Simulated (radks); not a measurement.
Results of a calculation; reference values are marked as such.
Initial-state core-level shifts of the selenium ion Se+ when its valence configuration changes from [Ar] 3d10 4s2 4p3. Code: a radial shooting solver on a logarithmic mesh with Libxc functionals. Model: Dirac Kohn-Sham, PBE, spin-unpolarised, spherical densities, finite nucleus; open shells are shared between the two j in proportion to 2j + 1; Fermi nuclear charge, rms radius 4.14 fm. Shifts are changes of the shell-averaged eigenvalues in eV (positive: less bound); the change of the density at the nucleus, which sets a Mossbauer isomer shift, is in e/bohr^3, on a base of 3.976e+04.

valence                1s       2s       2p       3p  density at nucleus
3d9 4s2 4p4       -14.548  -16.098  -15.981  -12.371             +16.319
3d8 4s2 4p5       -29.928  -33.194  -32.959  -25.039             +33.899
3d7 4s2 4p6       -46.124  -51.252  -50.904  -37.972             +52.676
3d10 4s1 4p4       -1.679   -1.626   -1.620   -1.642             -29.578
3d9 4s1 4p5       -16.104  -17.618  -17.492  -13.893             -17.045
3d10 4s1.5 4p3.5   -0.848   -0.821   -0.818   -0.829             -14.623
3d9 4s1.5 4p4.5   -15.333  -16.865  -16.743  -13.138              -0.211
3d10 4p5           -3.293   -3.191   -3.178   -3.226             -60.439
3d9.5 4s2 4p3.5    -7.169   -7.922   -7.864   -6.146              +7.997
